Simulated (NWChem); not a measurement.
System: C7H7, doublet; SMILES c1[c]ccc(C)c1

The following NWChem deck was run.

```
start job
memory heap 200 mb stack 900 mb global 1100 mb
geometry units angstroms noautosym nocenter noautoz
  C      0.003498    -2.353732    -0.003672
  C      0.005938    -0.843988     0.004821
  C      1.215884    -0.120071     0.003298
  C      1.225495     1.292611    -0.001291
  C     -0.005906     1.921526    -0.003669
  C     -1.233300     1.280538    -0.001269
  C     -1.212145    -0.129383     0.003302
  H     -0.375840    -2.750423    -0.969206
  H      1.020303    -2.764234     0.148891
  H     -0.652336    -2.763371     0.791635
  H      2.173909    -0.666368     0.006564
  H      2.177706     1.846779    -0.001123
  H     -2.189475     1.827582    -0.001097
  H     -2.166024    -0.682981     0.006516
end
basis spherical
  * library iglo-ii
end
dft
  odft
  mult 2
  xc pbe0
  iterations 150
  semidirect filesize 400000000
end
property
  hyperfine
end
task dft property
```

The geometry was optimised at PBE-D3(BJ)/def2-SVP, spin-unrestricted. Not confirmed as a minimum by frequencies. No stability test was run on the SCF state.

Fermi-contact couplings, non-relativistic, static geometry.

Atoms are numbered as in the input.

**Question.** What results follow from this input? (PBE0/IGLO-II, spin-unrestricted, contact and dipolar terms.) Quantities: A(iso) 13C atom 3 (MHz); A(iso) 13C atom 5 (MHz); A(iso) 13C atom 7 (MHz); A(iso) 1H atom 12 (MHz); A(iso) 1H atom 13 (MHz); A(iso) 1H atom 14 (MHz); <S²>.

**Answer.** 
```yaml
A(iso) 13C atom 3 (MHz): 51.1
A(iso) 13C atom 5 (MHz): 402
A(iso) 13C atom 7 (MHz): 51.6
A(iso) 1H atom 12 (MHz): 47.7
A(iso) 1H atom 13 (MHz): 46.9
A(iso) 1H atom 14 (MHz): 12.1
"<S²>": 0.762
```
